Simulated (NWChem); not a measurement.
# CH6CdGe; SMILES [CH3][Cd][GeH3]

Computed with NWChem. Structure relaxed at the PBE0/def2-SVP level. Not confirmed as a minimum by frequencies. def2 effective core potentials on Cd; no spin-orbit coupling. Level SCAN/def2-SVP: energy and gradient on several grids; changes count from the extra-fine grid, which is no exact limit either.

```json
[
 {"grid": "xcoarse", "size of the energy change (μHa)": "9000", "largest change of a gradient component (μHa/bohr)": "20000"},
 {"grid": "coarse", "size of the energy change (μHa)": "2000", "largest change of a gradient component (μHa/bohr)": "1000"},
 {"grid": "medium", "size of the energy change (μHa)": "3000", "largest change of a gradient component (μHa/bohr)": "800"},
 {"grid": "fine", "size of the energy change (μHa)": "3000", "largest change of a gradient component (μHa/bohr)": "500"},
 {"grid": "xfine", "size of the energy change (μHa)": "< 10", "largest change of a gradient component (μHa/bohr)": "< 30"}
]
```
